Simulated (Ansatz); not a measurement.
Basis-set series for C2H3AlClNO, SMILES `[CH3][Al]([Cl])[N]=C=O`. The species carries charge 0 and has multiplicity 1. The geometry is a stationary point of PBE0-D4/def2-TZVP. It is one conformer, not always the lowest.

| functional | basis | functions | energy (Eh) | HOMO (eV) | LUMO (eV) |
| --- | --- | --- | --- | --- | --- |
| PBE0-D4 | def2-SVP | 107 | -909.90127 | -8.55 | -0.94 |
| PBE0-D4 | def2-QZVPP | 458 | -910.41524 | -8.69 | -1.08 |
| ωB97M-V | def2-SVP | 107 | -910.28948 | -10.74 | 0.83 |
| ωB97M-V | def2-QZVPP | 458 | -910.80692 | -10.93 | 0.47 |

Give the rows for def2-TZVPP. (Best estimate.)

The calculation gave: 
| functional | basis | functions | energy (Eh) | HOMO (eV) | LUMO (eV) |
| --- | --- | --- | --- | --- | --- |
| PBE0-D4 | def2-TZVPP | 250 | -910.38320 | -8.66 | -1.04 |
| ωB97M-V | def2-TZVPP | 250 | -910.77669 | -10.89 | 0.65 |

Positive LUMOs are unbound and depend on the basis.

Results of the Gaussian-basis code of Ansatz.
